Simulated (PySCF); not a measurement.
Removing an electron from `CC[C@@]1(O[C@H](C)F)CCO1`

Species: C7H13FO2.
Structure used (PBE0-D3(BJ)/def2-SVP), in Å, numbered top down from 1:
```xyz
23
C7H13FO2 angstrom
C     -1.3987   -1.2946   -1.6012
C     -0.7402   -1.4956   -0.2481
C     -0.4279   -0.1957    0.4623
O      0.3695    0.6752   -0.3122
C      1.6775    0.2985   -0.5193
C      2.4909    1.5171   -0.8551
F      1.7510   -0.5901   -1.5808
C     -1.5722    0.6170    1.0765
C     -0.7850    0.4482    2.3775
O      0.1565   -0.4199    1.7396
H     -1.6490   -2.2602   -2.0640
H     -0.7252   -0.7536   -2.2794
H     -2.3319   -0.7150   -1.5136
H     -1.3832   -2.0828    0.4265
H      0.2006   -2.0587   -0.3544
H      2.0627   -0.2384    0.3651
H      2.5008    2.2092   -0.0022
H      3.5222    1.2300   -1.1001
H      2.0419    2.0251   -1.7205
H     -2.5464    0.1117    1.0543
H     -1.6576    1.6336    0.6748
H     -1.3079   -0.0580    3.2051
H     -0.3092    1.3659    2.7635
```

Level: PBE0/def2-SVPD (PySCF). Frontier orbitals with their largest atomic shares (Löwdin; up to four atoms above 4 %):

| orbital | ε (eV) | main atoms |
| --- | --- | --- |
| HOMO−3 | -9.23 | C2 15 %, F7 11 %, C1 8 %, O4 7 % |
| HOMO−2 | -8.82 | O10 28 %, O4 18 %, C5 10 %, C8 8 % |
| HOMO−1 | -8.43 | O4 42 %, C2 11 %, C3 10 %, C8 7 % |
| HOMO | -7.86 | ? |
| LUMO | 0.69 | C9 13 %, C8 11 %, H20 8 %, H22 6 % |
| LUMO+1 | 1.04 | O10 12 %, C1 12 %, H13 8 %, H20 7 % |
| LUMO+2 | 1.22 | C6 14 %, H22 12 %, C9 10 %, H18 6 % |

Question: What vertical ionisation energy does ΔSCF give, and how far is −ε(HOMO) from it?

Answer: ΔSCF: 9.79 eV (945 kJ/mol; threshold wavelength 127 nm); ⟨S²⟩ of the doublet left behind is 0.755, against 0.75 for a pure doublet. −ε(HOMO) is 7.86 eV, 1.93 eV below it. For the exact functional −ε(HOMO) would equal the first vertical ionisation energy; PBE0 (global hybrid, 25 % exact exchange) falls short of its own ΔSCF value by 20 %. Holes in the HOMO−1 and HOMO−2 were tried too where these lie within 1.2 eV of the HOMO; the lowest converged state counts.

Question: On which atoms does the HOMO lie?

Answer: O10 (cyclic ether oxygen) 53 %, C9 (sp3 carbon bound to oxygen) 11 %, O4 (ether oxygen) 7 %, H23 (methylene hydrogen) 7 %. The HOMO−1 lies 0.57 eV lower.

Question: Shift the occupied levels rigidly so that −ε(HOMO) equals the ΔSCF value. What binding energies result?

Answer: The shift is +1.93 eV: HOMO 9.79, HOMO−1 10.36, HOMO−2 10.75, HOMO−3 11.16 eV. A rigid shift is only a rough guide to the deeper ionisations.

Question: What kinetic energy would electrons from this vertical process carry with He I light (21.218 eV)?

Answer: 21.22 − 9.79 = 11.43 eV.

Question: With α = 91.0 au, estimate the like-pair dispersion coefficient by London's formula C6 = (3/4)α²I.

Answer: I = 0.3599 Eh, so C6 ≈ 2240 au, a rough estimate.

Question: How many of the 10 lowest singlet excitations (vertical TDDFT, same level) lie below the ionisation energy?

Answer: All 10; they run from 7.40 to 8.70 eV.

Isolated species at its PBE0-D3(BJ)/def2-SVP geometry (one conformer only).
